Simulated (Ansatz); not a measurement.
# Setting up doublet C2H3BFN+ in Ansatz

The species is C2H3BFN+ (8 atoms), meant as a doublet with charge +1. SMILES of the parent species: `FB1C=NC1`. Geometry: relaxed at PBE0-D4/def2-TZVP. That shape belongs to the parent species and isn't relaxed for this state.

```xyz
8

F     0.2132   -1.0073    1.9184
B    -0.0241   -0.3048    0.8362
C     0.3190    1.1285    0.3458
N     0.3039    0.7286   -0.8812
C    -0.3017   -0.6406   -0.6823
H     0.6565    2.1209    0.6339
H     0.2571   -1.4327   -1.1862
H    -1.3316   -0.6497   -1.0403
```

Settings wanted:

| Setting | Value |
| --- | --- |
| basis set | def2-SVP |
| task | energy |
| method | DFT |
| functional | wB97M-V |
| dispersion | none |
| reference | UKS |
| relativity | none |
| accuracy | high |

Write the Ansatz 0.2.0 input and the command.

One that was run (others would do as well):

in.yaml:
```yaml
crystal:
  periodic: [false, false, false]
  atoms:
    - symbol: F
      position_ang: [0.213200, -1.007300, 1.918400]
    - symbol: B
      position_ang: [-0.024100, -0.304800, 0.836200]
    - symbol: C
      position_ang: [0.319000, 1.128500, 0.345800]
    - symbol: N
      position_ang: [0.303900, 0.728600, -0.881200]
    - symbol: C
      position_ang: [-0.301700, -0.640600, -0.682300]
    - symbol: H
      position_ang: [0.656500, 2.120900, 0.633900]
    - symbol: H
      position_ang: [0.257100, -1.432700, -1.186200]
    - symbol: H
      position_ang: [-1.331600, -0.649700, -1.040300]
basis:
  gaussian: {orbitals: def2-SVP}
total_charge: 1
magnetization: {spin_polarized: true, initial_magnetization: 1}
hamiltonian: {xc: {name: wB97M-V}}
accuracy: high
output: {orbitals: {seedname: orbitals}}
```

```bash
$ ansatz run in.yaml --threads 1 --pin off --max-ram 3480MiB --events-out events.jsonl --progress --plain --runs-dir runs
```

Calculated total energy: -256.81047 Eh.
